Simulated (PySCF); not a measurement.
## Multinuclear NMR of C4H8ClNSi

Molfile (atoms numbered from 1):
```
C4H8ClNSi
     RDKit          3D

 15 14  0  0  0  0  0  0  0  0999 V2000
   -2.6670    1.6118   -0.0719 N   0  0  0  0  0  0  0  0  0  0  0  0
   -1.5293    1.1370    0.1343 C   0  0  0  0  0  0  0  0  0  0  0  0
   -1.0764   -0.2973   -0.0011 C   0  0  0  0  0  0  0  0  0  0  0  0
   -0.0303   -0.3779   -1.0661 C   0  0  0  0  0  0  0  0  0  0  0  0
    1.2780   -0.4803   -0.8553 C   0  0  0  0  0  0  0  0  0  0  0  0
    2.1566   -0.6093    0.8051 Si  0  0  0  0  0  4  0  0  0  0  0  0
    1.8211    1.0566    1.9091 Cl  0  0  0  0  0  0  0  0  0  0  0  0
   -3.3775    0.9389   -0.3614 H   0  0  0  0  0  0  0  0  0  0  0  0
   -0.7545    1.8337    0.4404 H   0  0  0  0  0  0  0  0  0  0  0  0
   -1.9302   -0.9296   -0.2618 H   0  0  0  0  0  0  0  0  0  0  0  0
   -0.6672   -0.6170    0.9594 H   0  0  0  0  0  0  0  0  0  0  0  0
   -0.4159   -0.3006   -2.0773 H   0  0  0  0  0  0  0  0  0  0  0  0
    1.9165   -0.5019   -1.7300 H   0  0  0  0  0  0  0  0  0  0  0  0
    1.6772   -1.7515    1.5844 H   0  0  0  0  0  0  0  0  0  0  0  0
    3.5945   -0.7045    0.5704 H   0  0  0  0  0  0  0  0  0  0  0  0
  8  1  1  0
  1  2  2  0
  2  3  1  0
  3  4  1  0
  4  5  2  0
  5  6  1  0
  6  7  1  0
  2  9  1  0
  3 10  1  0
  3 11  1  0
  4 12  1  0
  5 13  1  0
  6 14  1  0
  6 15  1  0
M  END
```

PySCF calculation with GIAO PBE0/pcSseg-1 shieldings and geometry from GFN2-xTB; one conformer, no solvent, equivalent nuclei averaged, non-relativistic Hamiltonian.

(1) Predict the 29Si NMR data.

(2) Predict the 15N NMR data.

Answers

(1) 
| atoms | environment | σ (ppm) | δ (ppm) |
| --- | --- | --- | --- |
| Si6 | silicon bonded to C, Cl, 2 H | 382.2 | -34.2 |

Shieldings were converted by a linear fit to measured shifts: 29Si (scatter 8.9 ppm rms, 25.8 ppm with the 6 outliers that the fit left out vs TMS, solution or neat liquid). Occasional misses reach two or three times the rms, and more in compound classes unlike the fitted ones.

On a 500 MHz spectrometer 29Si resonates near 99.3 MHz, so 1 ppm is 99.3 Hz.

(2) 
```json
{"atoms": "N1", "environment": "imine nitrogen", "σ (ppm)": "-100.8", "δ (ppm)": "-55.2"}
```

Shieldings were converted by a linear fit to measured shifts: 15N (scatter 6.3 ppm rms vs CH3NO2, solution or neat liquid). Occasional misses reach two or three times the rms, and more in compound classes unlike the fitted ones.

On a 600 MHz spectrometer 15N resonates near 60.8 MHz, so 1 ppm is 60.8 Hz.
